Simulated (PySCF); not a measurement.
# Vibration and rotation of AsP

RHF-CCSD(T) constants of AsP, ¹Σ⁺ (singlet), closed shell (basis As 6-31G(d,p), P 6-31G(d,p); no relativity; PySCF 2.14; masses 74.9216 and 30.9738 u):

```
ωe              : 590.7 cm⁻¹
ωexe            : 1.94 cm⁻¹
Be              : 0.18608 cm⁻¹
αe              : 0.000770 cm⁻¹
D (centrifugal) : 7.39e-08 cm⁻¹
De to As + P    : 3.44 eV
```

Question: Give the vibrational terms G(v) and spacings up to v = 6.

Answer: G(v) = ωe(v+½) − ωexe(v+½)².

| v | G(v) (cm⁻¹) | G(v) − G(v−1) | Bv (cm⁻¹) |
| --- | --- | --- | --- |
| 0 | 294.9 |  | 0.1857 |
| 1 | 881.7 | 586.8 | 0.1849 |
| 2 | 1464.6 | 582.9 | 0.1842 |
| 3 | 2043.7 | 579.1 | 0.1834 |
| 4 | 2618.9 | 575.2 | 0.1826 |
| 5 | 3190.2 | 571.3 | 0.1818 |
| 6 | 3757.6 | 567.4 | 0.1811 |

Question: How well does the Morse estimate ωe²/(4ωexe) reproduce De, and what is D0?

Answer: It gives 5.57 eV, 162 % of the computed De. D0 = De − G(0) = 3.44 − 0.04 = 3.40 eV.

Correlated steps freeze 14 core orbitals. Correlated levels converge slowly with the basis: in double zeta they bind strong bonds too weakly, by up to about 1 eV, and carry superposition errors of some tenths. Where the molecule has an RHF reference, its open-shell atoms are computed with UHF.
